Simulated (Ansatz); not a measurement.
Process, species as SMILES: Cl[Si]Cl (closed-shell singlet) → 2 Cl atom + Si atom
B3LYP-D3(BJ)/def2-TZVP geometries, fixed; electronic energies without zero-point terms.

Basis-set convergence of the atomisation energy at B3LYP with Ansatz (a quantum-chemistry and plane-wave program). Cartesian d functions, on some or all atoms, in 6-311G**, 6-311+G**; all else is spherical. The program fits the integrals of some runs and decomposes those of others, by size. Open shells are unrestricted. No added dispersion term, no relativity. Functions are those of the species that has most. Reference: the value in aug-cc-pV(5+d)Z, 200.37 kcal/mol, itself unsure by roughly 0.03 kcal/mol (its mean distance from pcseg-4, aug-pcseg-3, aug-cc-pV(Q+d)Z). Deviations are taken from unrounded values.

| basis | functions | atomisation energy (kcal/mol) |
|---|---|---|
| def2-SVP | 54 | 196.49 |
| def2-SVPD | 78 | 195.92 |
| pcseg-1 | 54 | 190.79 |
| aug-pcseg-1 | 81 | 193.88 |
| cc-pV(D+d)Z | 69 | 196.19 |
| aug-cc-pV(D+d)Z | 96 | 196.73 |
| 6-311G** | 81 | 189.53 |
| 6-311+G** | 93 | 190.44 |
| pcseg-2 | 102 | 197.35 |
| aug-pcseg-2 | 150 | 199.81 |
| def2-TZVP | 111 | 200.23 |
| def2-TZVPD | 135 | 200.17 |
| cc-pV(T+d)Z | 117 | 200.08 |
| aug-cc-pV(T+d)Z | 165 | 199.95 |
| def2-TZVPP | 126 | 200.30 |
| def2-TZVPPD | 150 | 200.22 |
| cc-pV(Q+d)Z | 192 | 200.35 |
| aug-cc-pV(Q+d)Z | 267 | 200.40 |
| pcseg-3 | 192 | 200.25 |
| aug-pcseg-3 | 267 | 200.34 |
| def2-QZVPP | 210 | 200.16 |
| def2-QZVPPD | 234 | 200.17 |
| cc-pV(5+d)Z | 300 | 200.34 |
| aug-cc-pV(5+d)Z | 408 | 200.37 |

What the diffuse functions change, pair by pair:
- def2-SVP to def2-SVPD: 24 more functions, deviation -3.88 to -4.46 kcal/mol
- pcseg-1 to aug-pcseg-1: 27 more functions, deviation -9.59 to -6.49 kcal/mol
- cc-pV(D+d)Z to aug-cc-pV(D+d)Z: 27 more functions, deviation -4.19 to -3.64 kcal/mol
- 6-311G** to 6-311+G**: 12 more functions, deviation -10.84 to -9.94 kcal/mol
- pcseg-2 to aug-pcseg-2: 48 more functions, deviation -3.02 to -0.57 kcal/mol
- def2-TZVP to def2-TZVPD: 24 more functions, deviation -0.14 to -0.20 kcal/mol
- cc-pV(T+d)Z to aug-cc-pV(T+d)Z: 48 more functions, deviation -0.30 to -0.42 kcal/mol
- def2-TZVPP to def2-TZVPPD: 24 more functions, deviation -0.08 to -0.15 kcal/mol
- cc-pV(Q+d)Z to aug-cc-pV(Q+d)Z: 75 more functions, deviation -0.03 to 0.03 kcal/mol
- pcseg-3 to aug-pcseg-3: 75 more functions, deviation -0.12 to -0.04 kcal/mol
- def2-QZVPP to def2-QZVPPD: 24 more functions, deviation -0.21 to -0.21 kcal/mol
- cc-pV(5+d)Z to aug-cc-pV(5+d)Z: 108 more functions, deviation -0.03 to 0.00 kcal/mol

Leaving out the reference's own pair, they bring the value nearer the reference by more than 0.03 kcal/mol in 5 of 11 pairs.
